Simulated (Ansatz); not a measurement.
```yaml
crystal:
  periodic: [false, false, false]
  atoms:
    - {symbol: C, position_ang: [2.181459, 0.525380, 2.164062]}
    - {symbol: C, position_ang: [1.200033, 0.375019, 1.119418]}
    - {symbol: N, position_ang: [0.429391, 0.274307, 0.284729]}
    - {symbol: B, position_ang: [-0.633529, 0.169422, -0.894784]}
    - {symbol: C, position_ang: [-0.240151, -1.118705, -1.759571]}
    - {symbol: C, position_ang: [-2.081899, 0.160064, -0.213613]}
    - {symbol: Cl, position_ang: [-0.318056, 1.766591, -1.840063]}
    - {symbol: H, position_ang: [2.888576, -0.304874, 2.130229]}
    - {symbol: H, position_ang: [1.687589, 0.540359, 3.136866]}
    - {symbol: H, position_ang: [2.720522, 1.463452, 2.019537]}
    - {symbol: H, position_ang: [-0.337714, -2.045501, -1.183080]}
    - {symbol: H, position_ang: [-0.921748, -1.193825, -2.611190]}
    - {symbol: H, position_ang: [0.775822, -1.070005, -2.161075]}
    - {symbol: H, position_ang: [-2.841632, 0.139165, -0.999645]}
    - {symbol: H, position_ang: [-2.272490, 1.046506, 0.397672]}
    - {symbol: H, position_ang: [-2.236183, -0.727334, 0.410506]}
basis:
  gaussian: {orbitals: 6-31G, final_grid: {core_spheres: 1, valence_spheres: 1, degree: 5}}
hamiltonian: {xc: {name: wB97M-V}}
```

```sh
$ ansatz run in.yaml --threads 4 --pin off --events-out ev --progress --plain --max-ram 11315MiB
```

Shortened log:

```
Functional definition: wB97M-V
1194 factors; integrals over basis functions are off by at most 1.8e-4 eV
390 factors; integrals over basis functions are off by at most 3.6e-6 eV
mean field evaluation 1: about -18972.8398 eV, gradient 4.9e1 eV
mean field evaluation 2: about -18973.0949 eV, gradient 5.2e1 eV
mean field evaluation 4: about -18978.6678 eV, gradient 2.4e0 eV
mean field evaluation 8: about -18942.2767 eV, gradient 1.0e1 eV
mean field evaluation 16: about -18942.5443 eV, gradient 1.4e-4 eV
mean field -18942.54428273 eV, -696.1256626726 hartree, gradient 4.0e-5 eV, S^2 0.000000; 0 other end points of the search recorded, 0 dependent functions left out
reference -18942.54428799 eV, -696.1256628661 hartree; 31, 31 occupied and 54, 54 virtual orbitals, 1194 factors
Total energy: -18942.54428799 eV, -696.1256628661 hartree
```

In this input the integration grid is far too coarse. Self-consistency was reached. The result belongs to that input, not to the molecule as meant.
